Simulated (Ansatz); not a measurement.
Stepwise reaction of `F[SiH2][SiH](Cl)Cl` with hydrogen fluoride, as a gas-phase model of exchange steps in deposition or etching. ΔE in kJ/mol; ΔG adds harmonic PBE0-D4 terms to CCSD(T)/CBS, at 1 bar.

Isolated molecules relaxed with PBE0-D4/def2-TZVP in Ansatz; ΔE leaves out vibrations. CCSD(T)/CBS is the MP2 limit (def2-TZVPP, def2-QZVPP) plus CCSD(T) − MP2 in def2-TZVPP, frozen cores. This one scheme is used for every species. DFT in def2-TZVPP. B3LYP here is the variant with VWN-RPA as its local correlation; programs differ in this. One conformer a species, not always the lowest.

```json
{"step": "1", "reaction": "`F[SiH2][SiH](Cl)Cl` + H–F → `F[SiH](F)[SiH](Cl)Cl` + H₂", "PBE-D4": "-119.8", "B3LYP-D4": "-128.1", "ωB97M-V": "-127.2", "CCSD(T)/CBS": "-123.3", "ΔG(400 K)": "-124.1"}
```

Q: Give the row of step 2, `F[SiH](F)[SiH](Cl)Cl` + H–F → `F[Si](F)(F)[SiH](Cl)Cl` + H₂. (Estimate.)

A: The calculation gave: 
| step | reaction | PBE-D4 | B3LYP-D4 | ωB97M-V | CCSD(T)/CBS | ΔG(400 K) |
| --- | --- | --- | --- | --- | --- | --- |
| 2 | `F[SiH](F)[SiH](Cl)Cl` + H–F → `F[Si](F)(F)[SiH](Cl)Cl` + H₂ | -130.5 | -138.4 | -138.9 | -135.0 | -134.7 |

Q: By hand: ΔE of the 2 steps together at CCSD(T)/CBS.

A: (-123.3) + (-135.0) = -258.3 kJ/mol, or -129.2 kJ/mol a step.

In ΔE each step is lower than the one before. All are downhill at CCSD(T)/CBS. ΔG lies between -134.7 and -124.1 kJ/mol a step. PBE-D4 differs from CCSD(T)/CBS by 3.5 to 4.5 kJ/mol a step. Isolated molecules leave out the surface, adducts and barriers. Largest T1 diagnostic: 0.011.
